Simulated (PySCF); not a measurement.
C8H6BrN.
Geometry (PBE0-D3(BJ)/def2-SVP, Å), atoms numbered from 1 in this order:
```xyz
16
C8H6BrN angstrom
Br    -0.619    2.422   -0.329
C     -0.840    0.548   -0.421
C     -2.094   -0.035   -0.492
C     -2.218   -1.436   -0.559
C     -1.106   -2.265   -0.557
C      0.173   -1.690   -0.485
C      1.512   -2.204   -0.460
C      2.354   -1.124   -0.380
N      1.619    0.035   -0.354
C      0.290   -0.274   -0.416
H     -2.983    0.598   -0.495
H     -3.219   -1.870   -0.615
H     -1.222   -3.350   -0.610
H      1.811   -3.248   -0.497
H      3.441   -1.091   -0.339
H      1.982    0.976   -0.298
```

Computed with PySCF at CAM-B3LYP/def2-SVPD, non-relativistic, on one gas-phase PBE0-D3(BJ)/def2-SVP geometry that isn't relaxed in the solvent. The solvent is an IEF-PCM continuum (Bondi radii, 1.10 Å for H, scaled by 1.2), and excitations are vertical TDDFT with non-equilibrium linear response and a frozen core. The model holds no explicit solvent molecules, cavitation or dispersion. Spin–orbit coupling is left out although an atom past zinc is present.

Gas-phase singlets (H = HOMO, L = LUMO):

| state | E (eV) | λ (nm) | f | leading configurations |
| --- | --- | --- | --- | --- |
| S1 | 4.900 | 253 | 0.092 | H→L 59%, H-1→L 25% |
| S2 | 5.039 | 246 | 0.083 | H-1→L 41%, H→L 32% |
| S3 | 5.336 | 232 | 0.000 | H→L+1 68% |
| S4 | 6.002 | 207 | 0.000 | H→L+2 73%, H→L+1 10% |
| S5 | 6.071 | 204 | 0.000 | H-1→L+1 70%, H→L+2 14% |

Q: Give the list for tetrahydrofuran (ε = 7.426), n² = 1.97.

A: 
```
state  E (eV)  λ (nm)      f  leading configurations  change by rank (eV)
   S1   4.840     256  0.155      H→L 78%, H-1→L 12%               -0.060
   S2   4.991     248  0.097    H-1→L 58%, H→L+2 25%               -0.048
   S3   5.353     232  0.000   H→L+1 70%, H-2→L+1 9%               +0.017
   S4   6.059     205  0.000             H-1→L+1 74%               +0.057
   S5   6.074     204  0.884    H→L+2 67%, H-1→L 27%               +0.003
```

Q: How does the list change in acetonitrile (ε = 35.69)?

A: 
```tsv
state	E (eV)	λ (nm)	f	leading configurations	change by rank (eV)
S1	4.840	256	0.147	H→L 78%, H-1→L 12%	-0.060
S2	4.993	248	0.089	H-1→L 57%, H→L+2 26%	-0.046
S3	5.366	231	0.000	H→L+1 70%, H-2→L+1 9%	+0.030
S4	6.069	204	0.000	H-1→L+1 74%	+0.067
S5	6.092	204	0.011	H→L+3 83%	+0.021
```

Q: The ground-state energy changes by -0.231 eV from gas to acetonitrile. By how much does the total energy of gas-phase S1 change?

A: E(S1) = E(S0) + excitation energy, so it changes by -0.231 − 0.060 = -0.291 eV: it is lowered more than the ground state, which is what a red shift means. This is the vertical state, with the slow part of the continuum still set for S0.

Q: How do the frontier levels move from gas to acetonitrile?

A: 
| orbital | gas (eV) | solvent (eV) | change (eV) | Löwdin shares, gas | Löwdin shares, solvent |
| --- | --- | --- | --- | --- | --- |
| LUMO+2 | 1.29 | 1.32 | +0.03 | Br1 28 %, C8 17 %, H16 16 %, H15 9 % | C4 21 %, C10 16 %, C3 14 %, C5 11 % |
| LUMO+1 | 0.81 | 0.85 | +0.04 | Br1 68 %, C2 16 %, H16 4 % | Br1 72 %, C2 17 % |
| LUMO | 0.26 | 0.25 | -0.01 | C2 17 %, C5 16 %, C8 13 %, C3 13 % | C2 18 %, C5 16 %, C3 13 %, C8 13 % |
| HOMO | -7.36 | -7.35 | +0.01 | C7 17 %, C5 14 %, C2 13 %, N9 11 % | C7 18 %, C5 13 %, C2 12 %, N9 12 % |
| HOMO-1 | -7.91 | -7.91 | 0.00 | C10 19 %, C4 17 %, C6 13 %, C8 12 % | C10 18 %, C4 17 %, C6 13 %, C8 12 % |
| HOMO-2 | -9.12 | -9.16 | -0.04 | Br1 32 %, C7 16 %, C6 11 %, N9 9 % | Br1 31 %, C7 15 %, C6 11 %, N9 9 % |
| HOMO-3 | -9.85 | -9.90 | -0.05 | Br1 82 %, C2 9 % | Br1 82 %, C2 9 % |

The HOMO–LUMO gap goes from 7.61 to 7.60 eV. Rows go by rank; for LUMO+2 the atom shares or the degeneracy differ between the runs, so the row needn't follow one orbital.

Cost: about 2.1 min of CPU time on one thread; the machine was shared, so the figure is rough. This is the whole response run at CAM-B3LYP/def2-SVPD in acetonitrile, SCF included.
